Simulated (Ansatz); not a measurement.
SiPt3. The state is a singlet with charge 0. Geometry PBE0-D4/def2-SVP; atoms count from 1.

```
atom    x (Å)    y (Å)    z (Å)
 Pt1   1.0084   0.6298  -1.0443
 Pt2  -1.4981   0.0293  -0.5073
 Pt3   0.1636   0.6131   1.4498
 Si4   0.3262  -1.2722   0.1018
```

In the def2 sets Pt takes a core potential; there is no spin–orbit coupling. The restricted singlet is unstable: a solution with broken spin symmetry lies lower. The structure comes from a short search, and lower isomers may exist.

(1) Estimate the Mulliken populations from the PBE0/def2-TZVP orbitals of Ansatz.

(2) And the Mayer bond orders between heavy atoms (over 0.3)?

## Answers

(1) 
```json
{"atom": "Pt1", "charge (e)": "0.07", "d electrons": "9.10"}
{"atom": "Pt2", "charge (e)": "0.07", "d electrons": "9.10"}
{"atom": "Pt3", "charge (e)": "0.07", "d electrons": "9.10"}
{"atom": "Si4", "charge (e)": "-0.20", "d electrons": "–"}
```
Mulliken values depend strongly on the basis.

(2) Pt1–Pt2 0.62 (2.63 Å); Pt1–Pt3 0.62 (2.63 Å); Pt1–Si4 1.05 (2.32 Å); Pt2–Pt3 0.62 (2.63 Å); Pt2–Si4 1.05 (2.32 Å); Pt3–Si4 1.05 (2.32 Å).
